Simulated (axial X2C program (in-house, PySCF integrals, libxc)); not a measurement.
# TaO²⁺: the levels of the configuration d0 s1 p(π)0

Calculated with an in-house all-electron X2C program for linear molecules (integrals from PySCF): two-component X2C with atomic mean-field Coulomb and Gaunt terms, basis Ta dyall-v3z, O dyall-v3z (cores contracted in-house). Orbitals come from Hartree–Fock averaged over the configuration Ta d0 s1 p(π)0; CI then distributes these electrons over the d, s, p(π) shells of Ta.

R = 1.604 Å (near the minimum of the configuration average).

Lowest levels of this model:

```
  Ω  energy (cm⁻¹)    g∥  configuration
3/2              0  2.01        100% d1
5/2           3490  6.00        100% d1
1/2          10885  2.00        100% s1
1/2          24008  0.03        100% d1
```

g∥ is the magnitude of 2⟨Lz + ge Sz⟩ for the +Ω component.

Problem. From Ω and g∥ of the lowest level, whose 2⟨Lz + ge Sz⟩ is positive, find ⟨Sz⟩ and ⟨Lz⟩ (ge = 2.0023).

Solution. Ω = ⟨Lz⟩ + ⟨Sz⟩ = 3/2 and ⟨Lz⟩ + ge⟨Sz⟩ = 1.005, so ⟨Sz⟩ = -0.49 and ⟨Lz⟩ = 1.99.

Occupations of the active spinors in the lowest level by ω, shell by shell in order of energy: -5/2: 0.00; -3/2: 0.00 0.00 0.00; -1/2: 0.00 0.00 0.00 0.00; 1/2: 0.00 0.00 0.00 0.00; 3/2: 1.00 0.00 0.00; 5/2: 0.00. The leading determinant has weight 1.00 among 3.

This point took 2.9 s on 1 thread of Arm Neoverse N1, on a shared host.

Dynamic correlation is missing, so gaps between terms are too wide and other configurations may lie lower; the lowest level listed is that of this model, not necessarily the ground state. The lowest levels belong to d1, not to the averaged configuration, so orbitals and distance suit them less well. For d shells the ligand-field splittings (σ, π, δ) and their order can be off by a thousand cm⁻¹ or more. At most 6 roots were kept for each Ω > 0 (twice that for Ω = 0) within 3.2 eV of the lowest, so higher up levels can be missing between those listed; levels with Ω > 0 are doubly degenerate and listed once, Ω = 0 levels singly. States that fill the shells left empty in the average are placed too high. Along the bond the averaged SCF switches between close solutions, so this one may not be the lowest.
